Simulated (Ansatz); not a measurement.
One change: `[Cl][Zr]([Cl])([I])[I]` becomes `[Cl][Hf]([Cl])([I])[I]`.

Ansatz, PBE0-D4/def2-TZVP geometries, multiplicity 1. 

Elements past krypton have def2 core potentials.  Spin–orbit coupling is left out; it splits and shifts lone-pair levels of the heavy atoms by tenths of an eV.

```
                                          property  `[Cl][Zr]([Cl])([I])[I]`
size of the dipole moment (ωB97M-V/def2-TZVPP) / D                      0.22
                LUMO energy (PBE0/def2-TZVPP) / eV                     -2.89
    size of the dipole moment (PBE/def2-TZVPP) / D                      0.46
             HOMO–LUMO gap (B3LYP/def2-TZVPP) / eV                      4.80
    zero-point energy (PBE0-D4/def2-TZVP) / kJ/mol                      10.2
               HOMO–LUMO gap (PBE/def2-TZVPP) / eV                      3.44
```

Task: Give the same properties after the change, and the shifts. (An estimate is asked.)

Result: The calculation gave: 
| property | `[Cl][Hf]([Cl])([I])[I]` | shift |
| --- | --- | --- |
| size of the dipole moment (ωB97M-V/def2-TZVPP) / D | 0.21 | -0.01 |
| LUMO energy (PBE0/def2-TZVPP) / eV | -2.45 | 0.44 |
| size of the dipole moment (PBE/def2-TZVPP) / D | 0.41 | -0.05 |
| HOMO–LUMO gap (B3LYP/def2-TZVPP) / eV | 5.23 | 0.43 |
| zero-point energy (PBE0-D4/def2-TZVP) / kJ/mol | 9.4 | -0.8 |
| HOMO–LUMO gap (PBE/def2-TZVPP) / eV | 3.84 | 0.40 |

Dipoles are sizes alone; their direction can turn.

B3LYP here is the variant with VWN-RPA as its local correlation; programs differ in this.
